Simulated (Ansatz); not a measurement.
Consider the atomization: `CC(C)[S][Al]([CH3])[CH3]` → Al• + 5 C• + 13 H• + S•.

Gas-phase electronic energies from Ansatz, PBE0-D4/def2-TZVP geometries. CCSD(T)/CBS adds triple-zeta CCSD(T) − MP2 to the extrapolated MP2 energy (def2 sets, frozen cores). This one scheme is used for every species, atoms too. Functionals use def2-TZVPP. Open shells (•) are unrestricted, without spin–orbit coupling. Spin–orbit coupling would lower the free atoms: a little for Al, C, S. One conformer a species, not always the lowest.

(1) What is ΔE at CCSD(T)/CBS? (Best estimate.)

(2) What do these levels give: B97M-V, r2SCAN0-D4, BHLYP-D4, CAM-B3LYP-D4, ωB97M-V, PBE-QIDH, PBE, BLYP, PBE0, LC-ωPBE, CCSD(T)/def2-TZVPP, CCSD/CBS(def2)? (Estimate.)

Largest T1 diagnostic among the species: 0.018.

Results:

(1) Ansatz gave: +1805.6 kcal/mol.

(2) The calculation gave: B97M-V 1813.3, r2SCAN0-D4 1796.7, BHLYP-D4 1768.9, CAM-B3LYP-D4 1809.5, ωB97M-V 1810.9, PBE-QIDH 1801.6, PBE 1818.9, BLYP 1767.5, PBE0 1803.6, LC-ωPBE 1798.5, CCSD(T)/def2-TZVPP 1765.5, CCSD/CBS(def2) 1783.6 kcal/mol.

Leaving LDA and LC-ωPBE aside and taking each functional with its dispersion term where it has one, the values, not all of them listed here, spread over 61.0 kcal/mol, from BHLYP-D4 to PBE-D4. LDA lies +214.0 kcal/mol from PBE without D4, its usual overbinding. In def2-TZVPP, CCSD(T) changes the Hartree–Fock value by +399.6 kcal/mol (the triples alone add +22.0 kcal/mol) and MP2 by +415.5 kcal/mol; breaking electron pairs costs correlation energy, which Hartree–Fock lacks.

For atomizations the MP2-based limit and the directly extrapolated one differ by several kJ/mol either way, and by 10 to 25 for some Ge, Se and Sn compounds, so smaller differences from it don't rank the levels.
